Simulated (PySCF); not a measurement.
B₄H₇N₃.
Geometry (PBE0-D3(BJ)/def2-SVP, Å), atoms numbered from 1 in this order:
```
atom  x, y, z in Å
B1     2.1933    0.0674    0.8297
N2     0.8617    0.0260    0.3170
B3     0.2012   -1.2498    0.0962
N4    -1.1266   -1.2534   -0.4075
B5    -1.8493   -0.0583   -0.7029
N6    -1.1751    1.1796   -0.4772
B7     0.1520    1.2595    0.0222
H8     2.7278    1.1361    1.0116
H9     2.7720   -0.9655    1.0740
H10    0.7716   -2.2855    0.3380
H11   -1.5813   -2.1452   -0.5555
H12   -2.9810   -0.0936   -1.1243
H13   -1.6638    2.0422   -0.6792
H14    0.6808    2.3297    0.1995
```

The computed photoelectron lines, unassigned: B 1s: 195.83 (area 1), 196.08 (area 2), 196.16 (area 1) eV; N 1s: 404.58 (area 1), 404.94 (area 2) eV.

Method used: PySCF, delta-SCF UKS SCAN, pcX-2 on the ionised atom, pcseg-1 elsewhere, spin-free X2C. Geometry: PBE0-D3(BJ)/def2-SVP; no solvent, vibrations or thermal averaging.

Q: Order the nitrogen atoms by N 1s binding energy.

A: 404.58 eV: N2 (boron-bound nitrogen); 404.94 eV: N4/N6 (boron-bound nitrogen). The listed N 1s values span 0.36 eV, from N2 (bonded to 3 B) to N4/N6 (bonded to H and 2 B).

Bonded neighbours of each site: B1: N and 2 H; N2: 3 B; B3/B7: 2 N and H; N4/N6: H and 2 B; B5: 2 N and H.

Q: What is the B 1s shift of B1 against B3/B7?

A: 195.83 − 196.08 = -0.25 eV, or -24 kJ/mol.

Atoms equivalent by their bonding share one computed value, that of the first of them. The unrestricted hole states depart most from a pure doublet (⟨S²⟩ = 0.75; over 0.85 named) for B 1s of B1 (0.87), which makes this value less certain.
